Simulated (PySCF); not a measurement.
F⁺: interval between two levels

F⁺ [He] 2s2 2p4 [3P2, M_J = 2] → F⁺ [He] 2s1 2p5 [3P2, M_J = 2], as a difference of total energies. All numbers are calculated (PySCF 2.14, the two-component X2C-1e Hamiltonian, in x2c-TZVPall-2c (5s3p2d1f, 31 functions)). Correlated levels: 1s2 frozen. "Screened" scales the spin-orbit matrix elements by Boettger's factors to mimic the two-electron term; Breit and QED terms are absent.

```
                    method  interval between two levels (cm⁻¹)
           GHF (spin-free)                              175430
          GMP2 (spin-free)                              168290
 GHF (screened spin-orbit)                              175430
GMP2 (screened spin-orbit)                              168290
```

Errors of the correlated levels include the incompleteness of this basis and the frozen core.

The labels give the starting determinants; with spin-orbit coupling the two ends relaxed to ⟨J²⟩ = 6.01, ⟨L²⟩ = 2.00, ⟨S²⟩ = 2.00 and ⟨J²⟩ = 6.01, ⟨L²⟩ = 2.00, ⟨S²⟩ = 2.01.

For comparison: 164800 cm⁻¹ (measured; NIST Handbook of Basic Atomic Spectroscopic Data (Sansonetti and Martin, J. Phys. Chem. Ref. Data 34, 1559 (2005))).
